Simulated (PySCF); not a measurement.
An unknown is described by computed data only.

Formula: C5H3F3OS.

| Item | Value |
| --- | --- |
| 1H NMR | chemical shifts (computed TMS as zero) by class: 7.89 (1 H), 7.63 (1 H), 7.03 (1 H) ppm [GIAO PBE0/pcSseg-1] |
| Rotational structure | rotational constants A, B, C: 2.538, 0.730, 0.724 GHz [GFN2-xTB] |
| Triplet | lowest triplet excitation (Tamm–Dancoff): 3.97 eV [TDA PBE0/def2-SVPD] |
| Polarisability | 80.7 au [PBE0/def2-SVPD] |
| 13C NMR | chemical shifts (computed TMS as zero) by class: 155.2 (1 C), 148.2 (1 C), 141.0 (1 C), 125.5 (1 C), 118.4 (1 C) ppm [GIAO PBE0/pcSseg-1] |
| Dipole | 2.09 D [PBE0/def2-SVPD] |
| NMR, other nuclei | isotropic shieldings of nuclei other than C and H, by class: 22 (1 O), 230 (3 F), 419 (1 S) ppm [GIAO PBE0/pcSseg-1] |
| UV, first state | lowest singlet excitation: 5.54 eV (224 nm, f = 0.000) [TDDFT PBE0/def2-SVPD] |
| UV, strongest line | among the 6 lowest singlet transitions: S4 at 6.37 eV (195 nm, f = 0.092) [TDDFT PBE0/def2-SVPD] |

Gas-phase values; electronic properties from PySCF, density fitting. Levels stand in brackets. Geometry: GFN2-xTB, one conformer, isolated molecule. Each NMR value is the plain mean over a class of atoms that symmetry, rotation or inversion makes alike.

Problem. What is the compound? Reason from the data.

Solution. Numbering: `[F:1][C:2]([F:3])([F:4])[S:5][c:6]1[cH:7][cH:8][o:9][cH:10]1`. Its formula, C5H3F3OS, gives 3 degrees of unsaturation: 1 ring and 2 π bonds in the structure found (Kekulé form). 5 carbons fall into 5 classes; from least to most shielded: aromatic CH next to a ring oxygen [C10] (155.2 ppm), aromatic CH next to a ring oxygen [C8] (148.2 ppm), CF3 carbon [C2] (141.0 ppm), aromatic CH carbon [C7] (125.5 ppm), substituted aromatic carbon [C6] (118.4 ppm). Hydrogen classes from least to most shielded: 1 H on an aromatic CH next to a ring oxygen, C10 (7.89 ppm), 1 H on an aromatic CH next to a ring oxygen, C8 (7.63 ppm), 1 H on an aromatic CH carbon, C7 (7.03 ppm). The other shieldings belong to: 22 ppm, furan-type oxygen [O9]; 230 ppm, fluorine of a CF3 group [F1/F3/F4]; 419 ppm, sulfide sulfur [S5]. S1 is mainly HOMO−1→LUMO (weight 0.85); the largest Löwdin shares of the orbital it empties are 0.71 on the sulfide sulfur, 0.09 on the substituted aromatic carbon and 0.06 on the CF3 carbon, of the orbital it fills 0.23 on an aromatic CH next to a ring oxygen, 0.17 on the sulfide sulfur, 0.16 on the substituted aromatic carbon and 0.15 on the furan-type oxygen. The optimised geometry has point group C1 and is an asymmetric top. Structure: `FC(F)(F)Sc1ccoc1`. Computed isomers that give other values at the same levels: `FC(F)(F)Oc1cccs1` (13C chemical shifts (computed TMS as zero) by class: 163.5 (1 C), 129.8 (1 C), 129.7 (1 C), 124.3 (1 C), 114.9 (1 C) ppm); `FC(F)(F)Oc1ccsc1` (13C chemical shifts (computed TMS as zero) by class: 153.1 (1 C), 133.9 (1 C), 130.3 (1 C), 122.7 (1 C), 117.3 (1 C) ppm); `FC(F)(F)Sc1ccco1` (13C chemical shifts (computed TMS as zero) by class: 152.8 (1 C), 143.0 (1 C), 140.1 (1 C), 132.1 (1 C), 119.8 (1 C) ppm). The assignments are read from this structure; whether some other isomer fits the data as well wasn't checked.

The values belong to the conformer `[F:1][C:2]([F:3])([F:4])[S:5][c:6]1[cH:7][cH:8][o:9][cH:10]1`: F1–C2–S5–C6 178°, C2–S5–C6–C7 -91°.
